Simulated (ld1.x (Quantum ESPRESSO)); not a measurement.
## Cr (Z = 24), TM: configuration errors across variants

```
Element                 : Cr (Z = 24)
Generator               : ld1.x (Quantum ESPRESSO) 7.5
Type                    : norm-conserving Troullier–Martins (Kleinman–Bylander form)
Functional              : LDA (PZ)
Relativity              : scalar-relativistic
Frozen core             : [Ne]
Valence charge          : 14
Reference configuration : 3s2 3p6 3d5 4s1 4p0
Partial waves           : 3p (bound): rc 1.20 bohr; 3d (bound): rc 1.15 bohr; 3s (bound): rc 1.55 bohr
Local potential         : the s channel
Core correction         : none
```

Occupied shells without a wave of their own: 4s. They enter only through the test configuration that unscreens the potential.

All-electron excitation energies from the reference (eV): (1) 3s2 3p6 3d5 4s0 4p0 7.140; (2) 3s2 3p6 3d4 4s0 4p0 23.483; (3) 3s2 3p6 3d3 4s0 4p0 54.509; (4) 3s2 3p6 3d4 4s2 4p0 -0.058; (5) 3s2 3p6 3d5 4s0.5 4p0 2.818; (6) 3s2 3p5 3d5 4s1 4p0 51.469; (7) 3s2 3p6 3d6 4s0 4p0 1.725; (8) 3s2 3p6 3d5 4s1 4p0 spin -4.916; (9) 3s2 3p6 3d5 4s0 4p0 spin 2.685.

Spin tests fill each open shell by Hund’s rule, majority spin first.

For the base: The 4s level has no wave, so the channel is fitted at the deeper level alone: the likely source of the large errors.

Tests that are not counted but printed errors over 1 eV. “wave 3d (bound): rc 1.15 bohr becomes 3d (bound): rc 0.92 bohr”: 3s2 3p6 3d3 4s0 4p0 (solver errors, printed error -2.4 eV).

1 further variants failed, have other tests or too few solved ones, and are left out.

The file “base” misses its own reference levels by 0.8 eV. The file “wave 3d (bound): rc 1.15 bohr becomes 3d (bound): rc 0.92 bohr” misses its own reference levels by 0.8 eV. The file “wave 3d (bound): rc 1.15 bohr becomes 3d (bound): rc 1.12 bohr” misses its own reference levels by 0.8 eV. The file “wave 3d (bound): rc 1.15 bohr becomes 3d (bound): rc 1.32 bohr” misses its own reference levels by 0.8 eV. The file “wave 3d (bound): rc 1.15 bohr becomes 3d (bound): rc 1.70 bohr” misses its own reference levels by 0.8 eV.

Errors AE − PS in meV (a dash: test not solved or not reliable):

| change | (1) | (2) | (3) | (4) | (5) | (6) | (7) | (8) | (9) | bound ghosts |
| --- | --- | --- | --- | --- | --- | --- | --- | --- | --- | --- |
| base | -1083 | -1709 | -2422 | +1061 | -470 | +70 | -686 | +532 | -598 | none |
| wave 3d (bound): rc 1.15 bohr becomes 3d (bound): rc 0.92 bohr | -1083 | -1706 | – | +1063 | -470 | +72 | -685 | +545 | -592 | none |
| wave 3d (bound): rc 1.15 bohr becomes 3d (bound): rc 1.12 bohr | -1083 | -1708 | -2422 | +1061 | -470 | +71 | -686 | +534 | -596 | none |
| wave 3d (bound): rc 1.15 bohr becomes 3d (bound): rc 1.32 bohr | -1083 | -1710 | -2421 | +1060 | -470 | +62 | -686 | +513 | -609 | none |
| wave 3d (bound): rc 1.15 bohr becomes 3d (bound): rc 1.70 bohr | -1083 | -1716 | -2401 | +1061 | -470 | +0.5 | -687 | +464 | -638 | none |

Q: Give the same row for: wave 3d (bound): rc 1.15 bohr becomes 3d (bound): rc 1.52 bohr.

A: -1083, -1713, -2414, +1060, -470, +35, -687, +483, -628; bound ghosts: none.
